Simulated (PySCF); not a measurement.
A structure optimised at PBE-D3(BJ)/def2-SVP, used in a PySCF frequency run:

```xyz
8

Os     0.0000     0.0000    -0.0274
O     -1.6229     0.1729     0.5798
O      1.6229    -0.1729     0.5798
O      0.0000     0.0000    -1.7450
O      0.2453     1.8864     0.3658
H     -0.6244     2.3320     0.4563
O     -0.2453    -1.8864     0.3658
H      0.6244    -2.3320     0.4563
```

**Question.** Write its SMILES, formula and point group.

**Answer.** [O]=[Os](=[O])(=[O])([OH])[OH], H2O5Os, C2

**Question.** What are its rotational constants (standard atomic weights)?

**Answer.** 3.3451, 2.6556, 2.3751 GHz
